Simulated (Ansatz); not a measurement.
Start from `C[SiH2]C(N)F` and change one atom or group to get `NC(F)S`.

Ansatz, PBE0-D4/def2-TZVP geometries, multiplicity 1. Each molecule was computed in one conformer, which needn't be the lowest.

```tsv
property	`C[SiH2]C(N)F`
HOMO energy (PBE/def2-TZVPP) / eV	-6.37
LUMO energy (PBE/def2-TZVPP) / eV	-0.22
LUMO energy (PBE0/def2-TZVPP) / eV	0.59
HOMO–LUMO gap (PBE0/def2-TZVPP) / eV	8.45
LUMO energy (B3LYP/def2-TZVPP) / eV	0.29
size of the dipole moment (ωB97M-V/def2-TZVPP) / D	1.40
```

Give the same properties after the change, and the shifts. (Best estimate.)

Computed: 
| property | `NC(F)S` | shift |
| --- | --- | --- |
| HOMO energy (PBE/def2-TZVPP) / eV | -6.02 | 0.35 |
| LUMO energy (PBE/def2-TZVPP) / eV | -0.79 | -0.57 |
| LUMO energy (PBE0/def2-TZVPP) / eV | 0.15 | -0.44 |
| HOMO–LUMO gap (PBE0/def2-TZVPP) / eV | 7.48 | -0.97 |
| LUMO energy (B3LYP/def2-TZVPP) / eV | -0.16 | -0.45 |
| size of the dipole moment (ωB97M-V/def2-TZVPP) / D | 1.96 | 0.56 |

With PBE0 the HOMO rises by 0.53 eV and the LUMO falls by 0.44 eV, so the gap narrows by about 0.97 eV. PBE moves the HOMO by 0.35 eV and ωB97M-V by 0.65 eV. Dipoles are sizes alone; their direction can turn.

B3LYP here is the variant with VWN-RPA as its local correlation; programs differ in this.
